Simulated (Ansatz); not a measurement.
The cluster B3F3, relaxed as a singlet with RKS PBE0-D4/def2-SVP in Ansatz, starting from the GFN1-xTB geometry. Force threshold 0.02 eV/Å.

The restricted singlet is unstable towards broken spin symmetry in Hartree–Fock (as tested in another run); at PBE0-D4/def2-SVP this wasn't settled. The structure comes from a short search, and lower isomers may exist.

Start:

```xyz
6

B    -0.191    0.409    0.689
B     0.130    0.313   -0.974
B     0.186   -1.003   -0.186
F     1.179   -1.715    0.395
F    -0.825    0.924   -1.715
F    -0.479    1.071    1.793
```

Estimate the energy that the relaxation releases and the steps that it takes.

51.3 kJ/mol, in 20 steps; 20 s on 4 threads of Intel Xeon Platinum 8259CL on a shared host. No frequencies were taken in this run, so the end may be a saddle point.

Does the start keep its bonding and symmetry?

By distances, no bond broke or formed. The bond that changes most is B1–B3, from 1.70 to 2.11 Å (atoms count from 1). The end is the same structure that another start reached, the lowest one found. Point group C2 at the start, C2v at the end, both within 0.05 Å.

Predict the relaxed structure.


```xyz
6

B    -0.3609    0.7536    0.6884
B    -0.2675    0.3263   -0.8119
B     0.4996   -0.9219   -0.2680
F     1.0842   -1.8237    0.4351
F    -0.6621    0.8071   -2.0103
F    -0.2934    0.8586    1.9666
```
Bond lengths: 3 × B–F 1.28 to 1.35 Å; 2 × B–B 1.56 Å.
